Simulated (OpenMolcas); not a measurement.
**Multiconfigurational calculation on Ne4+**

Input:

```
&GATEWAY
Coord
1

Ne 0.0 0.0 0.0
Basis=ANO-R1
Group=XYZ
NoMove
AngMom=0.0 0.0 0.0
AMFI
&SEWARD
* reference wave functions (RASSCF and RASSI steps not shown): 4 electrons in 9 orbitals (RAS2 2s 2p; RAS3 3d, at most 2 electrons)
>>> COPY JOB001 $Project.JobIph
&CASPT2
Multistate=3 1 2 3
Frozen=1 0
IPEA=0.0
MaxIter=60
WThr=0.0 0.3 0.05
PrWF=0.5
NoMix
>>> COPY JOB002 $Project.JobIph
&CASPT2
Multistate=6 1 2 3 4 5 6
Frozen=1 0
IPEA=0.0
MaxIter=60
WThr=0.0 0.3 0.05
PrWF=0.5
NoMix
>>> COPY JOB003 $Project.JobIph
&CASPT2
Multistate=8 1 2 3 4 5 6 7 8
Frozen=1 0
IPEA=0.0
MaxIter=60
WThr=0.0 0.3 0.05
PrWF=0.5
NoMix
...
```

Launched by
```bash
OMP_NUM_THREADS=1 MOLCAS_MEM=2252 MOLCAS_PROJECT=a pymolcas a.inp > a.log  # once for each step of the input, in one work folder
```

Output, cut to the results:

```
--- CASPT2 ---
Orbital specifications:
      -----------------------

      Symmetry species                           1   2
                                                ag  au
      Frozen orbitals                            1   0
      Inactive orbitals                          0   0
      Active orbitals                            6   3
      Secondary orbitals                         1   3
      Deleted orbitals                           0   0
      Number of basis functions                  8   6
Type of calculation                        MS-CASPT2
      Fock operator                              state-specific
      IPEA shift                                 0.00
      Real shift                                 0.00
      Imaginary shift                            0.00
      The input orbitals will be transformed to quasi-canonical
Reference energy:        -120.6176338475
      E2 (Non-variational):      -0.0018625529
      E2 (Variational):          -0.0018625525
      Total energy:            -120.6194964000
      Residual norm:              0.0000000934
      Reference weight:           0.99968
      Contributions to the CASPT2 correlation energy
      Active & Virtual Only:         -0.0018625529
      One Inactive Excited:           0.0000000000
      Two Inactive Excited:           0.0000000000
Reference energy:        -120.6176338475
      E2 (Non-variational):      -0.0018625529
      E2 (Variational):          -0.0018625525
      Total energy:            -120.6194964000
      Residual norm:              0.0000000934
      Reference weight:           0.99968
      Contributions to the CASPT2 correlation energy
      Active & Virtual Only:         -0.0018625529
      One Inactive Excited:           0.0000000000
      Two Inactive Excited:           0.0000000000
::    CASPT2 Root  1     Total energy:   -120.61949640
::    CASPT2 Root  2     Total energy:   -120.61949640
::    CASPT2 Root  3     Total energy:   -120.61949640
::    MS-CASPT2 Root  1     Total energy:   -120.61949640
::    MS-CASPT2 Root  2     Total energy:   -120.61949640
::    MS-CASPT2 Root  3     Total energy:   -120.61949640
--- CASPT2 ---
Orbital specifications:
      -----------------------

      Symmetry species                           1   2
                                                ag  au
      Frozen orbitals                            1   0
      Inactive orbitals                          0   0
      Active orbitals                            6   3
      Secondary orbitals                         1   3
      Deleted orbitals                           0   0
      Number of basis functions                  8   6
Type of calculation                        MS-CASPT2
      Fock operator                              state-specific
      IPEA shift                                 0.00
      Real shift                                 0.00
      Imaginary shift                            0.00
      The input orbitals will be transformed to quasi-canonical
Reference energy:        -120.4727788016
      E2 (Non-variational):      -0.0027649584
      E2 (Variational):          -0.0027649580
      Total energy:            -120.4755437596
      Residual norm:              0.0000001121
      Reference weight:           0.99950
      Contributions to the CASPT2 correlation energy
      Active & Virtual Only:         -0.0027649584
      One Inactive Excited:           0.0000000000
      Two Inactive Excited:           0.0000000000
Reference energy:        -120.4727788016
      E2 (Non-variational):      -0.0027676159
      E2 (Variational):          -0.0027676152
      Total energy:            -120.4755464169
      Residual norm:              0.0000001427
      Reference weight:           0.99950
      Contributions to the CASPT2 correlation energy
      Active & Virtual Only:         -0.0027676159
      One Inactive Excited:           0.0000000000
      Two Inactive Excited:           0.0000000000
::    CASPT2 Root  1     Total energy:   -120.47554376
::    CASPT2 Root  2     Total energy:   -120.47554642
::    CASPT2 Root  3     Total energy:   -120.47554687
::    CASPT2 Root  4     Total energy:   -120.47554479
::    CASPT2 Root  5     Total energy:   -120.47554620
::    CASPT2 Root  6     Total energy:   -120.31204252
::    MS-CASPT2 Root  1     Total energy:   -120.47554928
::    MS-CASPT2 Root  2     Total energy:   -120.47554657
::    MS-CASPT2 Root  3     Total energy:   -120.47554489
::    MS-CASPT2 Root  4     Total energy:   -120.47554400
::    MS-CASPT2 Root  5     Total energy:   -120.47554337
::    MS-CASPT2 Root  6     Total energy:   -120.31204244
--- CASPT2 ---
Orbital specifications:
      -----------------------

      Symmetry species                           1   2
                                                ag  au
      Frozen orbitals                            1   0
      Inactive orbitals                          0   0
      Active orbitals                            6   3
      Secondary orbitals                         1   3
      Deleted orbitals                           0   0
      Number of basis functions                  8   6
Type of calculation                        MS-CASPT2
      Fock operator                              state-specific
      IPEA shift                                 0.00
      Real shift                                 0.00
      Imaginary shift                            0.00
      The input orbitals will be transformed to quasi-canonical
Reference energy:        -119.8721518630
      E2 (Non-variational):      -0.0051331903
      E2 (Variational):          -0.0051331898
      Total energy:            -119.8772850527
      Residual norm:              0.0000000736
      Reference weight:           0.99906
      Contributions to the CASPT2 correlation energy
      Active & Virtual Only:         -0.0051331903
      One Inactive Excited:           0.0000000000
      Two Inactive Excited:           0.0000000000
...
```

Levels above the lowest, from the spin-orbit matrix with the single-state CASPT2 energies, averaged by term, on its diagonal:

| Configuration | Term | J | E (cm-1) | Measured (cm-1) | g | Term weight % |
| --- | --- | --- | --- | --- | --- | --- |
| 2s2 2p2 | 3P | 0 | 0.0 | 0.0 |  | 100 |
| 2s2 2p2 | 3P | 1 | 398 | 412 | 1.501 | 100 |
| 2s2 2p2 | 3P | 2 | 1150 | 1110 | 1.501 | 100 |
| 2s2 2p2 | 1D | 2 | 32381 | 30292 | 1.000 | 100 |
| 2s2 2p2 | 1S | 0 | 68275 | 63914 |  | 100 |
| 2s 2p3 | 5S* | 2 | 74830 |  | 2.002 | 100 |
| 2s 2p3 | 3D* | 2 | 163662 | 175905 | 1.167 | 100 |
| 2s 2p3 | 3D* | 1 | 163666 | 175927 | 0.499 | 100 |
| 2s 2p3 | 3D* | 3 | 163676 | 175834 | 1.334 | 100 |
| 2s 2p3 | 3P* | 0 | 197539 | 208193 |  | 100 |
| 2s 2p3 | 3P* | 1 | 197546 |  | 1.501 | 100 |
| 2s 2p3 | 3P* | 2 | 197556 |  | 1.501 | 100 |

Against the 8 measured excited levels shown (NIST levels in Podobedova, Fuhr, Reader and Wiese, J. Phys. Chem. Ref. Data 33, 525 (2004)) the mean absolute deviation is 6700 cm-1; the largest miss in energy is 2s 2p3 3D* 1: computed 163666, measured 175927 cm-1 (-7.0 %).

Terms from blocks run as CI alone lack orbitals of their own. Active for correlation alone: 3d; no level in the range computed is led by a configuration that fills it, so any true level of that kind is missing. The basis is small and was not contracted for so high a charge. Computed and measured levels are paired by configuration, term and J; levels that our copy of the source lacks, or whose pairing is in doubt (as where it misses far off the trend of its configuration), stay unpaired and out of the deviations. Levels of configurations outside the active space are missing. The first state left out of the spin-orbit step lies near 260000 cm-1 above the lowest spin-free state of the reference (among the parities and spins computed), and the list stops at four fifths of that energy or lower.

The CASPT2 steps took 4.9 s on 1 thread of Arm Neoverse V1 (shared host); the integral step is not counted.

The term weight is that of the spin-free term in the level, not the purity of its configuration. * marks odd parity.
